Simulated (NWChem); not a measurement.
Program: NWChem. System: C4H9, charge 1, spin multiplicity 1, at the geometry of a parent with another charge or spin, in a state set for the comparison that need not be this species' ground state. Level: B3LYP/def2-TZVP, VWN1-RPA local correlation.

Job file:

```
start mol
memory heap 200 mb stack 900 mb global 1100 mb
charge 1
geometry units angstroms nocenter noautoz
  C     -1.999617    -0.236730     0.000000
  C     -0.555928    -0.605052     0.000000
  C      0.413999     0.606682     0.000000
  C      1.886557     0.194043     0.000000
  H     -2.526933    -0.009638    -0.940436
  H     -2.526933    -0.009638     0.940436
  H     -0.320672    -1.230708     0.890778
  H     -0.320672    -1.230708    -0.890778
  H      0.196420     1.240611    -0.886972
  H      0.196420     1.240611     0.886972
  H      2.558200     1.076507     0.000000
  H      2.137054    -0.415347     0.893654
  H      2.137054    -0.415347    -0.893654
  symmetry group Cs
end
basis spherical
  * library def2-tzvp
end
dft
  xc b3lyp
  semidirect memsize 60000000 filesize 0
  iterations 100
end
task dft energy
```

NWChem printed:

```
             Northwest Computational Chemistry Package (NWChem) 7.3.0
             --------------------------------------------------------

                                NWChem Input Module
                                -------------------

 Scaling coordinates for geometry "geometry" by  1.889725989
 (inverse scale =  0.529177249)

 Turning off AUTOSYM since
 SYMMETRY directive was detected!

                             Geometry "geometry" -> ""
                             -------------------------

 Output coordinates in angstroms (scale by  1.889725989 to convert to a.u.)

  No.       Tag          Charge          X              Y              Z
 ---- ---------------- ---------- -------------- -------------- --------------
    1 C                    6.0000    -1.99961700    -0.23673000     0.00000000
    2 C                    6.0000    -0.55592800    -0.60505200     0.00000000
    3 C                    6.0000     0.41399900     0.60668200     0.00000000
    4 C                    6.0000     1.88655700     0.19404300     0.00000000
    5 H                    1.0000    -2.52693300    -0.00963800    -0.94043600
    6 H                    1.0000    -2.52693300    -0.00963800     0.94043600
    7 H                    1.0000    -0.32067200    -1.23070800     0.89077800
    8 H                    1.0000    -0.32067200    -1.23070800    -0.89077800
    9 H                    1.0000     0.19642000     1.24061100    -0.88697200
   10 H                    1.0000     0.19642000     1.24061100     0.88697200
   11 H                    1.0000     2.55820000     1.07650700     0.00000000
   12 H                    1.0000     2.13705400    -0.41534700     0.89365400
   13 H                    1.0000     2.13705400    -0.41534700    -0.89365400

 Effective nuclear repulsion energy (a.u.)     121.9342351065

            Nuclear Dipole moment (a.u.)
            ----------------------------
        X                 Y               Z
 ---------------- ---------------- ----------------
     0.0000075589     0.0000018897     0.0000000000

      Symmetry information
      --------------------

 Group name             Cs
 Group number              2
 Group order               2
 No. of unique centers     9

      Symmetry unique atoms

     1    2    3    4    5    7    9   11   12


 Summary of "ao basis" -> "" (spherical)
 ------------------------------------------------------------------------------
       Tag                 Description            Shells   Functions and Types
 ---------------- ------------------------------  ------  ---------------------
 *                         def2-tzvp                  on all atoms

                                 NWChem DFT Module
                                 -----------------

 Summary of "ao basis" -> "ao basis" (spherical)
 ------------------------------------------------------------------------------
       Tag                 Description            Shells   Functions and Types
 ---------------- ------------------------------  ------  ---------------------
 C                         def2-tzvp                11       31   5s3p2d1f
 H                         def2-tzvp                 4        6   3s1p

 Summary of "ao basis" -> "ao basis" (spherical)
 ------------------------------------------------------------------------------
       Tag                 Description            Shells   Functions and Types
 ---------------- ------------------------------  ------  ---------------------
 C                         def2-tzvp                11       31   5s3p2d1f
[...]
 d= 0,ls=0.0,diis     4   -157.5416393417 -3.16D-02  4.75D-04  2.13D-02     9.8
 d= 0,ls=0.0,diis     5   -157.5441610676 -2.52D-03  1.08D-04  1.26D-03    10.7
  Resetting Diis
 d= 0,ls=0.0,diis     6   -157.5443151200 -1.54D-04  2.72D-05  9.00D-05    11.6
 d= 0,ls=0.0,diis     7   -157.5443254185 -1.03D-05  1.76D-05  8.49D-06    12.4
 d= 0,ls=0.0,diis     8   -157.5443250300  3.89D-07  9.41D-06  1.23D-05    13.3

         Total DFT energy =     -157.544325029988
      One electron energy =     -444.221411114763
           Coulomb energy =      189.436759143837
    Exchange-Corr. energy =      -24.693908165553
 Nuclear repulsion energy =      121.934235106490

 Numeric. integr. density =       32.000024068597

     Total iterative time =     12.6s

                  Occupations of the irreducible representations
                  ----------------------------------------------

                     irrep           alpha         beta
                     --------     --------     --------
                     a'               12.0         12.0
                     a"                4.0          4.0

                       DFT Final Molecular Orbital Analysis
                       ------------------------------------

 Vector   14  Occ=2.000000D+00  E=-5.590627D-01  Symmetry=a'
              MO Center=  1.1D+00,  3.4D-01, -6.0D-16, r^2= 2.7D+00
   Bfn.  Coefficient  Atom+Function         Bfn.  Coefficient  Atom+Function
  ----- ------------  ---------------      ----- ------------  ---------------
    99      0.287906   4 C  px               68     -0.242583   3 C  px
   102      0.211917   4 C  px               71     -0.183753   3 C  px
   162      0.160449  11 H  s                74     -0.112496   3 C  px
   161      0.111658  11 H  s                37      0.107698   2 C  px
    69      0.107102   3 C  py               98      0.104343   4 C  s

 Vector   15  Occ=2.000000D+00  E=-5.334284D-01  Symmetry=a'
              MO Center=  1.4D+00,  3.1D-01, -1.1D-14, r^2= 2.6D+00
   Bfn.  Coefficient  Atom+Function         Bfn.  Coefficient  Atom+Function
  ----- ------------  ---------------      ----- ------------  ---------------
   100      0.286235   4 C  py              103      0.200287   4 C  py
   162      0.191405  11 H  s                69     -0.163389   3 C  py
   168     -0.129400  12 H  s               174     -0.129400  13 H  s
   161      0.127587  11 H  s                72     -0.125407   3 C  py
   106      0.125254   4 C  py               38      0.109339   2 C  py

 Vector   16  Occ=2.000000D+00  E=-5.190148D-01  Symmetry=a"
              MO Center=  1.2D+00,  2.4D-01,  7.0D-15, r^2= 2.6D+00
   Bfn.  Coefficient  Atom+Function         Bfn.  Coefficient  Atom+Function
  ----- ------------  ---------------      ----- ------------  ---------------
   101      0.247350   4 C  pz               70     -0.209322   3 C  pz
   168      0.177014  12 H  s               174     -0.177014  13 H  s
   104      0.173205   4 C  pz              150      0.155892   9 H  s
   156     -0.155892  10 H  s                73     -0.149525   3 C  pz
   167      0.118087  12 H  s               173     -0.118087  13 H  s

 Vector   17  Occ=0.000000D+00  E=-3.900350D-01  Symmetry=a'
              MO Center= -1.6D+00, -2.3D-01, -1.5D-15, r^2= 2.2D+00
   Bfn.  Coefficient  Atom+Function         Bfn.  Coefficient  Atom+Function
  ----- ------------  ---------------      ----- ------------  ---------------
     7      0.396450   1 C  py               10      0.372983   1 C  py
    13      0.303418   1 C  py                6      0.131109   1 C  px
     9      0.128092   1 C  px               12      0.115725   1 C  px
    68      0.113865   3 C  px               69      0.093801   3 C  py
    38     -0.092569   2 C  py               67     -0.090917   3 C  s

 Vector   18  Occ=0.000000D+00  E=-1.514381D-01  Symmetry=a'
              MO Center= -1.6D+00, -2.0D-01,  5.7D-14, r^2= 6.0D+00
   Bfn.  Coefficient  Atom+Function         Bfn.  Coefficient  Atom+Function
  ----- ------------  ---------------      ----- ------------  ---------------
    36      2.197462   2 C  s               127     -1.183106   5 H  s
   133     -1.183106   6 H  s                 5      1.039722   1 C  s
   139     -0.928778   7 H  s               145     -0.928778   8 H  s
   151     -0.596206   9 H  s               157     -0.596206  10 H  s
    75      0.586365   3 C  py               12     -0.565987   1 C  px

 Vector   19  Occ=0.000000D+00  E=-1.185029D-01  Symmetry=a'
              MO Center= -5.6D-01, -2.1D-01, -1.0D-13, r^2= 8.7D+00
   Bfn.  Coefficient  Atom+Function         Bfn.  Coefficient  Atom+Function
  ----- ------------  ---------------      ----- ------------  ---------------
     5      2.601041   1 C  s                36     -2.542683   2 C  s
    98     -2.058652   4 C  s               139      0.940582   7 H  s
   145      0.940582   8 H  s                67     -0.928005   3 C  s
   127     -0.854987   5 H  s               133     -0.854987   6 H  s
   169      0.785611  12 H  s               175      0.785611  13 H  s

 center of mass
 --------------
 x =  -0.05026290 y =  -0.00809306 z =   0.00000000

 moments of inertia (a.u.)
 ------------------
          86.354762985401         -69.418889921586           0.000000000000
         -69.418889921586         471.202637181502           0.000000000000
           0.000000000000           0.000000000000         510.579663676745

     Multipole analysis of the density
     ---------------------------------

     L   x y z        total         alpha         beta         nuclear
     -   - - -        -----         -----         ----         -------
     0   0 0 0      1.000000    -16.000000    -16.000000     33.000000

     1   1 0 0     -1.884032     -0.942020     -0.942020      0.000008
     1   0 1 0     -0.216003     -0.108003     -0.108003      0.000002
     1   0 0 1     -0.000000     -0.000000     -0.000000      0.000000

     2   2 0 0     -5.071765   -139.950597   -139.950597    274.829430
     2   1 1 0      1.466095    -18.668370    -18.668370     38.802834
     2   1 0 1      0.000000      0.000000      0.000000      0.000000
     2   0 2 0    -16.865059    -30.892138    -30.892138     44.919216
     2   0 1 1     -0.000000     -0.000000     -0.000000      0.000000
     2   0 0 2    -16.741181    -20.023838    -20.023838     23.306495

 Task  times  cpu:       13.4s     wall:       13.4s

 Total times  cpu:       13.4s     wall:       13.4s
```
